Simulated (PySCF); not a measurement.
Match the calculated data to a structure.

All candidates are C7H10NP.

- 1H NMR: chemical shifts (computed TMS as zero) by class: 8.30 (1 H), 8.05 (1 H), 7.84 (1 H), 6.67 (1 H), 3.18 (6 H) ppm [GIAO PBE0/pcSseg-1]
- NMR, other nuclei: isotropic shieldings of nuclei other than C and H, by class: 198 (1 N), 86 (1 P) ppm [GIAO PBE0/pcSseg-1]
- Dipole: 3.74 D [PBE0/pcSseg-1]
- Rotational structure: rotational constants A, B, C: 2.825, 0.992, 0.743 GHz [GFN2-xTB]
- 13C NMR: chemical shifts (computed TMS as zero) by class: 153.9 (1 C), 148.4 (1 C), 139.8 (1 C), 139.3 (1 C), 116.1 (1 C), 41.9 (2 C) ppm [GIAO PBE0/pcSseg-1]

Gas-phase values; electronic properties from PySCF, density fitting. Levels stand in brackets. Isolated species at its GFN2-xTB geometry, gas phase. NMR values are class means; diastereotopic atoms form classes of their own.

Task: Which candidate is it?
A. `CN(C)c1cccpc1`
B. `CP(C)c1ccccn1`
C. `CCc1cpcnc1C`

Result: A. It is `CN(C)c1cccpc1`. Numbering: `[CH3:1][N:2]([CH3:3])[c:4]1[cH:5][cH:6][cH:7][p:8][cH:9]1`. 7 carbons fall into 6 classes; from least to most shielded: aromatic carbon bearing nitrogen [C4] (153.9 ppm), aromatic CH carbon [C7] (148.4 ppm), aromatic CH carbon [C6] (139.8 ppm), aromatic CH carbon [C9] (139.3 ppm), aromatic CH carbon [C5] (116.1 ppm), N-methyl carbon [C1/C3] (41.9 ppm, 2 C). Hydrogen classes from least to most shielded: 1 H on an aromatic CH carbon, C7 (8.30 ppm), 1 H on an aromatic CH carbon, C6 (8.05 ppm), 1 H on an aromatic CH carbon, C9 (7.84 ppm), 1 H on an aromatic CH carbon, C5 (6.67 ppm), 6 H on 2 N-methyl carbons, C1/C3 (3.18 ppm, a mean of values up to 0.5 ppm apart in this geometry). The other shieldings belong to: 198 ppm, aniline-type nitrogen [N2]; 86 ppm, phosphorus bonded to 2 C [P8]. The optimised geometry has point group C1 and is an asymmetric top.

The others, at the same levels:
- `CP(C)c1ccccn1` fails: its computed 13C shifts are 176.7 (1 C), 155.3 (1 C), 140.2 (1 C), 132.1 (1 C), 125.8 (1 C), 18.1 (2 C) ppm, 1H shifts are 8.90 (1 H), 7.80 (1 H), 7.58 (1 H), 7.20 (1 H), 1.35 (6 H) ppm and smallest rotational constant is 0.815 GHz (against 0.743 GHz).
- `CCc1cpcnc1C` fails: it has 7 carbon classes against 6; its computed 13C shifts are 188.2 (1 C), 174.3 (1 C), 159.0 (1 C), 143.5 (1 C), 34.1 (1 C), 28.3 (1 C), 18.9 (1 C) ppm, 1H shifts are 10.50 (1 H), 9.36 (1 H), 2.92 (3 H), 2.72 (2 H), 1.23 (3 H) ppm and rotational constant A is 2.159 GHz (against 2.825 GHz).

Each candidate is one conformer, not necessarily the lowest. The conformers computed, where there is a choice (atom-mapped SMILES and torsion angles):
- `[CH3:1][N:2]([CH3:3])[c:4]1[cH:5][cH:6][cH:7][p:8][cH:9]1`: C1–N2–C4–C5 171°
- `[CH3:1][P:2]([CH3:3])[c:4]1[cH:5][cH:6][cH:7][cH:8][n:9]1`: C1–P2–C4–C5 -69°
- `[CH3:1][CH2:2][c:3]1[cH:4][p:5][cH:6][n:7][c:8]1[CH3:9]`: C1–C2–C3–C4 -86°
